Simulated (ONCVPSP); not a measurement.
How hard is this chlorine (Cl) ONCV potential?

| Item | Value |
| --- | --- |
| Element | Cl (Z = 17) |
| Generator | ONCVPSP 4.0.1 |
| Type | optimised norm-conserving Vanderbilt (ONCV) |
| Functional | LDA (Perdew-Zunger) |
| Relativity | scalar-relativistic |
| Frozen core | [Ne] |
| Valence charge | 7 |
| Reference configuration | 3s2 3p4 (charge +1) |
| Partial waves | 3s: rc 1.00 bohr, ncon 3, nbas 6, qcut 7.5 1/bohr, 2 projectors, debl 1.5 Ha; 3p: rc 1.50 bohr, ncon 3, nbas 6, qcut 6 1/bohr, 2 projectors, debl 0.7 Ha; d scattering state at 0.02 Ha: rc 1.00 bohr, ncon 4, nbas 8, qcut 8.6 1/bohr, local |
| Local potential | the d channel |
| Core correction | none |

In the p channel the program set the typed energies aside and used -0.717, 0.250 Ha.

Q: For each optimised wave give the share of its norm inside rc, the residual kinetic energy above qcut (Ha) and the cutoffs (Ha) for errors of 10, 1, 0.1 and 0.01 mHa per electron.

A:

| wave | norm inside rc | residual KE | 10 mHa | 1 mHa | 0.1 mHa | 0.01 mHa |
| --- | --- | --- | --- | --- | --- | --- |
| 3s | 0.175 | 1.1e-03 | 10.9 | 29.4 | 139.7 | not reached |
| s projector 2 | 0.058 | 6.8e-04 | 12.3 | 20.6 | 141.4 | 171.7 |
| 3p | 0.439 | 4.5e-05 | 5.6 | 7.7 | 15.8 | 45.2 |
| p projector 2 | 0.132 | 3.0e-05 | 5.5 | 7.7 | 14.8 | 28.3 |
| d projector 1 | 0.111 | 2.3e-03 | 27.9 | 45.0 | 206.9 | 242.5 |

The occupied waves need 29 Ha and 140 Ha for 1 and 0.1 mHa. Note: ghosts flagged at negative energy: s at -262.5 eV; no localised positive-energy state flagged. A true bound ghost makes a file unfit for plane-wave use.
